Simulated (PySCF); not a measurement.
Two species compared at the same levels of theory.

First species: C2H7NSSi2.
Numbering: `[N:1]#[C:2][SiH2:3][CH2:4][S:5][SiH3:6]` (hydrogens: H7, H8 on Si3; H9, H10 on C4; H11, H12, H13 on Si6)

Second species: C2H7NSSi2.
InChI=1S/C2H7NSSi2/c3-1-6-4-2-5/h2,6H2,5H3

Levels: PBE0/def2-SVPD for dipole moment, HOMO energy, LUMO energy, HOMO–LUMO gap, static isotropic polarisability and electronic spatial extent ⟨r²⟩ about the centre of nuclear charge; TDDFT PBE0/def2-SVPD for lowest singlet excitation; TDA PBE0/def2-SVPD for lowest triplet excitation (Tamm–Dancoff); GFN2-xTB for rotational constant A and rotational constant C. Geometries: GFN2-xTB. All species are isolated and taken at one optimised geometry, non-relativistic unless stated; the electronic structure was computed with PySCF and density fitting.

Dipoles, sizes and rotational constants follow the conformer. The torsions of the flexible species, by atom-mapped SMILES:
- `[N:1]#[C:2][SiH2:3][CH2:4][S:5][SiH3:6]`: C2–Si3–C4–S5 180°, Si3–C4–S5–Si6 180°
- `[N:1]#[C:2][SiH2:3][S:4][CH2:5][SiH3:6]`: C2–Si3–S4–C5 -83°, Si3–S4–C5–Si6 76°

| property | column X | column Y |
| --- | --- | --- |
| dipole moment | 3.26 D | 3.65 D |
| HOMO energy | -7.29 eV | -7.31 eV |
| LUMO energy | -0.87 eV | -1.09 eV |
| HOMO–LUMO gap | 6.42 eV | 6.22 eV |
| lowest singlet excitation | 5.22 eV | 4.97 eV |
| lowest triplet excitation (Tamm–Dancoff) | 4.92 eV | 4.66 eV |
| static isotropic polarisability | 103.0 au | 100.0 au |
| electronic spatial extent ⟨r²⟩ about the centre of nuclear charge | 1748 bohr² | 1267 bohr² |
| rotational constant A | 5.543 GHz | 2.139 GHz |
| rotational constant C | 0.607 GHz | 0.920 GHz |

Task: Which column belongs to which species?

Result: Column X is the first species and column Y the second. The first has 13 atoms and 70 electrons, the second 13 and 70.

Task: How does each property change from the first species to the second?

Result: dipole moment +0.39 D; HOMO energy -0.02 eV; LUMO energy -0.22 eV; HOMO–LUMO gap -0.20 eV; lowest singlet excitation -0.25 eV; lowest triplet excitation (Tamm–Dancoff) -0.26 eV; static isotropic polarisability -3.0 au; electronic spatial extent ⟨r²⟩ about the centre of nuclear charge -481 bohr²; rotational constant A -3.404 GHz; rotational constant C +0.313 GHz.

On the first: The polarisability is 15.27 Å³ as a volume (1 au = 0.148185 Å³), or 1.47 au for each of the 70 electrons. The vertical singlet–triplet gap S1 − T1 is 0.30 eV (TDDFT singlet less Tamm–Dancoff triplet; S1: HOMO→LUMO, weight 0.83; T1: HOMO→LUMO, weight 0.78).

On the second: The principal polarisabilities are 82.8, 105.3 and 111.8 au; their mean is the isotropic value. The vertical singlet–triplet gap S1 − T1 is 0.31 eV (TDDFT singlet less Tamm–Dancoff triplet; S1: HOMO→LUMO, weight 0.96; T1: HOMO→LUMO, weight 0.95).
